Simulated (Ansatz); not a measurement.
Relaxation of CH₇BOSSi (12 atoms, charge 0, multiplicity 1), to a largest force component of 0.02 eV/Å in at most 50 steps.

All numbers below come from Ansatz 0.2.0, RKS B3LYP/def2-SVP.

```xyz
12
Properties=species:S:1:pos:R:3
B -1.244 -0.076 1.724
Si -0.378 -1.348 0.618
S 1.449 -0.526 -0.119
C 0.764 0.642 -1.273
O 1.674 1.339 -1.981
H -0.767 0.421 2.674
H -2.340 0.349 1.406
H -1.189 -1.712 -0.522
H -0.089 -2.517 1.480
H 0.087 0.061 -1.980
H 0.011 1.334 -0.703
H 2.098 1.978 -1.290
```

Question: Where does it end, and by what steps?

Answer: The run converged. After 26 steps the energy has fallen by 1.048 eV; H12 moved furthest, 1.87 Å. Joined: B1–S3.

| step | energy less start (eV) | largest force component (eV/Å) | accepted |
| --- | --- | --- | --- |
| 0 | 0.0000 | 4.119 | yes |
| 1 | -0.4468 | 1.691 | yes |
| 2 | -0.5362 | 0.593 | yes |
| 3 | -0.5675 | 0.181 | yes |
| 4 | -0.5720 | 0.071 | yes |
| 5 | -0.5906 | 0.151 | yes |
| 6 | -0.6060 | 0.337 | yes |
| 7 | -0.6187 | 0.398 | yes |
| 8 | -0.6419 | 0.291 | yes |
| 9 | -0.6727 | 0.218 | yes |
| 10 | -0.6879 | 0.448 | yes |
| 11 | -0.7161 | 0.902 | yes |
| 12 | -0.8047 | 0.764 | yes |
| 13 | -0.9010 | 0.879 | yes |
| 14 | -0.9780 | 0.385 | yes |
| 15 | -0.9906 | 0.242 | yes |
| 16 | -0.9912 | 0.356 | yes |
| 17 | -1.0075 | 0.114 | yes |
| 18 | -1.0162 | 0.257 | yes |
| 19 | -1.0253 | 0.224 | yes |
| 20 | -1.0363 | 0.209 | yes |
| 21 | -1.0385 | 0.187 | yes |
| 22 | -1.0439 | 0.139 | yes |
| 23 | -1.0457 | 0.149 | yes |
| 24 | -1.0469 | 0.056 | yes |
| 25 | -1.0477 | 0.034 | yes |
| 26 | -1.0478 | 0.013 | yes |

```xyz
12
Properties=species:S:1:pos:R:3
B -0.395 0.268 1.446
Si -0.934 -1.476 0.718
S 1.099 -0.522 0.284
C 0.773 0.436 -1.311
O 1.033 1.777 -1.164
H -0.030 0.316 2.593
H -0.838 1.265 0.918
H -1.584 -1.695 -0.607
H -0.653 -2.795 1.350
H 1.473 0.020 -2.049
H -0.264 0.209 -1.616
H 0.397 2.142 -0.528
```

Whether the end is a true minimum wasn't checked by a vibrational analysis.

The run took 36 s on 2 threads of AMD EPYC 9R45 96-Core Processor (Zen 5), with other jobs on the host, peak memory 0.28 GiB.
